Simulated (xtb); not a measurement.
singlet methylene (CH2), singlet, geometry from GFN2-xTB; GFN1-xTB in xtb.

The xtb input:
```
$ xtb mol.xyz --gfn 1 --json

# file mol.xyz
3

C      0.00403916     0.00124078     0.16463541
H      0.00029648     0.87790816    -0.50085524
H     -0.02453143    -0.88535285    -0.48695721
```

Output, abridged:

```
   ID    Z sym.   atoms
    1    6 C      1
    2    1 H      2, 3

           -------------------------------------------------
          |                Calculation Setup                |
           -------------------------------------------------

           -------------------------------------------------
          |                 G F N 1 - x T B                 |
           -------------------------------------------------

          ...................................................
          :                      SETUP                      :
          :.................................................:
          :  # basis functions                   8          :
          :  # atomic orbitals                   8          :
          :  # shells                            6          :
          :  # electrons                         6          :
          :  # halogen bonds                     0          :
          :  max. iterations                   250          :
          :  Hamiltonian                  GFN1-xTB          :
          :  restarted?                      false          :
          :  GBSA solvation                  false          :
          :  PC potential                    false          :
          :  electronic temp.          300.0000000     K    :
          :  accuracy                    1.0000000          :
          :  -> integral cutoff          0.2500000E+02      :
          :  -> integral neglect         0.1000000E-07      :
          :  -> SCF convergence          0.1000000E-05 Eh   :
          :  -> wf. convergence          0.2000000E-04 e    :
          :  Broyden damping             0.4000000          :
          :  net charge                          0          :
          :  unpaired electrons                  0          :
          ...................................................

 iter      E             dE          RMSdq      gap      omega  full diag
   1     -3.0363641 -0.303636E+01  0.497E+00    1.21       0.0  T
   2     -3.0395944 -0.323027E-02  0.292E+00    1.19       1.0  T
   3     -3.0400833 -0.488976E-03  0.569E-01    1.17       1.0  T
   4     -3.0402329 -0.149515E-03  0.150E-01    1.18       1.0  T
   5     -3.0402518 -0.188958E-04  0.315E-04    1.18     183.4  T
   6     -3.0402518 -0.865832E-10  0.223E-04    1.18     259.1  T
   7     -3.0402518 -0.104272E-10  0.296E-06    1.18   19496.1  T
   8     -3.0402518 -0.666134E-14  0.789E-09    1.18  100000.0  T

   *** convergence criteria satisfied after 8 iterations ***

         :::::::::::::::::::::::::::::::::::::::::::::::::::::
         ::                     SUMMARY                     ::
         :::::::::::::::::::::::::::::::::::::::::::::::::::::
         :: total energy              -3.009935563780 Eh    ::
         :: gradient norm              0.006482461779 Eh/a0 ::
         :: HOMO-LUMO gap              1.176846429824 eV    ::
         ::.................................................::
         :: SCC energy                -3.040251757820 Eh    ::
         :: -> electrostatic           0.000053335026 Eh    ::
         :: repulsion energy           0.030508484708 Eh    ::
         :: dispersion energy         -0.000192290668 Eh    ::
         :: halogen bond corr.         0.000000000000 Eh    ::
         :: add. restraining           0.000000000000 Eh    ::
         :: total charge              -0.000000000000 e     ::
         :::::::::::::::::::::::::::::::::::::::::::::::::::::

           -------------------------------------------------
          |                Property Printout                |
           -------------------------------------------------

    * Orbital Energies and Occupations

         #    Occupation            Energy/Eh            Energy/eV
      -------------------------------------------------------------
         1        2.0000           -0.5995295             -16.3140
         2        2.0000           -0.5147809             -14.0079
         3        2.0000           -0.4116925             -11.2027 (HOMO)
         4                         -0.3684442             -10.0259 (LUMO)
         5                         -0.1157243              -3.1490
         6                         -0.0620049              -1.6872
         7                          0.2314721               6.2987
         8                          0.3519262               9.5764
      -------------------------------------------------------------
                  HL-Gap            0.0432483 Eh            1.1768 eV
             Fermi-level           -0.3900683 Eh          -10.6143 eV

  Mulliken/CM5 charges         n(s)   n(p)   n(d)
     1C    -0.04142 -0.13449   1.443  2.599  0.000
     2H     0.02071  0.06724   0.979  0.000  0.000
     3H     0.02071  0.06724   0.979  0.000  0.000

Wiberg/Mayer (AO) data.
largest (>0.10) Wiberg bond orders for each atom

 ---------------------------------------------------------------------------
     #   Z sym  total        # sym  WBO       # sym  WBO       # sym  WBO
 ---------------------------------------------------------------------------
     1   6 C    2.049 --     3 H    1.025     2 H    1.025
     2   1 H    1.028 --     1 C    1.025
     3   1 H    1.028 --     1 C    1.025
 ---------------------------------------------------------------------------

Topologies differ in total number of bonds
Writing topology from bond orders to xtbtopo.mol

 dipole moment from electron density (au)
     X       Y       Z
  -0.0182  -0.0056  -0.7416  total (Debye):    1.886

           -------------------------------------------------
          | TOTAL ENERGY               -3.009935563780 Eh   |
          | GRADIENT NORM               0.006482461779 Eh/α |
          | HOMO-LUMO GAP               1.176846429824 eV   |
           -------------------------------------------------

normal termination of xtb
```
